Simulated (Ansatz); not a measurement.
Basis-set extrapolation for `F[C@H]1CC(F)(F)[C@H](F)C1(F)F` (PBE0-D4/def2-TZVP geometry, frozen core, the Gaussian-basis code of Ansatz). Multiplicity 1, RHF reference.

|  | def2-TZVPP | def2-QZVPP |
| --- | --- | --- |
| HF | -788.632971 | -788.666011 |
| MP2 correlation | -2.283049 | -2.480910 |
| CCSD(T) correlation | -2.391816 | not run |

Energies in hartree. Use E(X) = E(∞) + A·exp(−7.88·√X) for Hartree–Fock and E(X) = E(∞) + B·X^(−2.97) for correlation, with X = 3 and 4, and add CCSD(T) minus MP2 of the smaller set to the MP2 limit.

Q: What is the CCSD(T) energy at the basis-set limit?

A: HF limit: -788.666011 + (-0.033040) × 0.13774 = -788.67056. MP2 limit: -2.480910 + (-0.197861) × 0.74074 = -2.62747. Higher-order term: -2.391816 − (-2.283049) = -0.10877. Total: -791.40680 hartree, 239.7 kcal/mol below CCSD(T)/def2-TZVPP.
